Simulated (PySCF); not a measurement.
# Ionisation energy of Re²⁺ by level of theory

Re²⁺ [Xe] 4f14 5d5 (6S) → Re³⁺ [Xe] 4f14 5d4 (5D), as a difference of total energies. Computed with PySCF 2.14 in aug-cc-pVDZ-PP with ECP60MDF (5s5p4d2f, 54 functions), with scalar relativity through the core potential. Correlated levels: valence: 5s2 5p6 frozen. The calculations carry no spin-orbit coupling.

```
           method  ionisation energy (eV)
              UHF                  27.288
    MP2 (valence)                  27.781
SCS-MP2 (valence)                  27.453
   CCSD (valence)                  27.837
CCSD(T) (valence)                  27.842
```

Task: How much does correlation contribute at CCSD(T) (valence)?

Result: 27.842 − (27.288) = 0.554 eV, measured against UHF.

The reference lies between the lowest fine-structure levels, while these numbers refer to the centres of the terms.

Errors of the correlated levels include the incompleteness of this basis and the frozen core.

For comparison: 27 ± 1.6 eV (theoretical estimate listed by NIST; NIST Atomic Spectra Database, ionization energies).
